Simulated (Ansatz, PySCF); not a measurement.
System: C2H8O4Si, net charge 0, singlet state. 
Structure (B3LYP-D3(BJ)/def2-TZVP (Ansatz, a first-principles code) minimum search):
```
Si
O 1 1.6292
C 2 1.4219 1 124.35
H 3 1.0896 2 107.91 1 -175.89
H 3 1.0921 4 109.20 2 -120.75
H 3 1.0934 4 108.84 5 -118.76
O 1 1.6292 2 114.80 3 -69.16
C 7 1.4219 1 124.35 2 -69.16
H 8 1.0896 7 107.91 1 -175.89
H 8 1.0921 9 109.20 7 -120.75
H 8 1.0934 9 108.84 10 -118.76
O 1 1.6353 2 106.67 3 172.44
H 12 0.9600 1 117.40 2 -37.58
O 1 1.6353 2 107.05 3 49.03
H 14 0.9600 1 117.40 2 -160.94
```
Charge 0, spin multiplicity 1.

Property: atomisation energy (electronic, to ground-state atoms), in eV. Cores are frozen in the correlated levels unless marked. Open shells are spin-unrestricted. No spin-orbit coupling. No relativistic terms. The coupled-cluster limit lacks core correlation, which all-electron functionals hold. Basis-set limits of correlation are two-point, X^-3; Hartree-Fock from the larger set. [CCSD(T)-MP2]/basis is that difference in the basis named.

```
level                                                                 program  atomisation energy (eV)  minus last row  rough core time
-------------------------------------------------------------  --------------  -----------------------  --------------  ---------------
HF/STO-3G                                                              Ansatz                    46.71          -17.06                -
HF/cc-pV(T+d)Z                                                         Ansatz                    45.43          -18.34       under 20 s
HF-D4/def2-TZVPD                                                PySCF + dftd4                    46.50          -17.27                -
revPBE-D3(BJ)/def2-TZVPD                                       Ansatz + dftd3                    62.12           -1.65       under 20 s
r2SCAN/def2-TZVPD                                                      Ansatz                    63.20           -0.57       under 20 s
B97M-V/def2-TZVPD                                                      Ansatz                    63.07           -0.70             40 s
PBE0/6-31G*                                                            Ansatz                    61.63           -2.14       under 20 s
PBE0-D4/def2-TZVPD                                             Ansatz + dftd4                    62.80           -0.97             25 s
PBE0/def2-QZVPP                                                        Ansatz                    62.72           -1.05             40 s
BHLYP-D3(BJ)/def2-TZVPD                                        Ansatz + dftd3                    60.94           -2.83             29 s
r2SCANh-D4/def2-TZVPD                                          Ansatz + dftd4                    62.80           -0.97             30 s
r2SCAN0-D4/def2-TZVPD                                          Ansatz + dftd4                    62.07           -1.70             30 s
LC-wPBE-D3(BJ)/def2-TZVPD                                      Ansatz + dftd3                    63.20           -0.57       under 20 s
wB97M-V/def2-TZVPD                                                     Ansatz                    63.37           -0.40             60 s
B2GP-PLYP/def2-TZVPD                                                   Ansatz                    62.32           -1.45             40 s
RPA@PBE/cc-pV(T+d)Z                                                    Ansatz                    58.93           -4.84             23 s
RPA@PBE/cc-pV(Q+d)Z                                                    Ansatz                    59.94           -3.83          2.0 min
MP2/aug-cc-pV(D+d)Z                                                    Ansatz                    60.35           -3.42                -
SCS-MP2/cc-pV(D+d)Z                                                    Ansatz                    58.21           -5.56                -
CCSD/aug-cc-pV(D+d)Z                                                   Ansatz                    58.06           -5.71                -
RI-MP2/CBS(cc-pV(T+d)Z,cc-pV(Q+d)Z)+[CCSD(T)-MP2]/cc-pV(D+d)Z          Ansatz                    63.77            0.00                -
```

Core times are rough, on shared machines, summed over the molecules involved; a dash marks a level read off another run, or run on other hardware, by another program or under a memory cap.
